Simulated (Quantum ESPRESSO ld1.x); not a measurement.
The numbers below are computed, except where a source is named.
Q: The mean radii <r> (bohr) of the occupied orbitals of an atom or ion are listed with their occupations. Level of theory: Dirac Kohn-Sham, relativistic LDA (MacDonald-Vosko exchange, VWN5 correlation), spin-unpolarised, spherical densities, point nucleus (ld1.x of Quantum ESPRESSO 7.5).

| orbital | occ. | <r> |
|---|---|---|
| 1s1/2 | 2 | 0.03440 |
| 2s1/2 | 2 | 0.1497 |
| 2p1/2 | 2 | 0.1273 |
| 2p3/2 | 4 | 0.1320 |
| 3s1/2 | 2 | 0.4165 |
| 3p1/2 | 2 | 0.4098 |
| 3p3/2 | 4 | 0.4205 |
| 3d3/2 | 4 | 0.3971 |
| 3d5/2 | 6 | 0.4006 |
| 4s1/2 | 2 | 1.048 |
| 4p1/2 | 2 | 1.132 |
| 4p3/2 | 3 | 1.160 |
| 4d3/2 | 4 | 1.491 |
| 4d5/2 | 1 | 1.503 |

Name the element and its charge. Open shells, if any, fill j = l - 1/2 first.

A: Z = 43, technetium, charge +3: Tc3+ in [Ar] 3d10 4s2 4p5 4d5. The 1s radius gives Z: for a bare nucleus <r> = (2 gamma + 1)/(2Z) with gamma = sqrt(1 - (Z/c)^2), 0.03371 bohr for Z = 43, and screening makes it slightly larger (0.03440 here). The occupations add up to 40, and the charge is Z minus that.
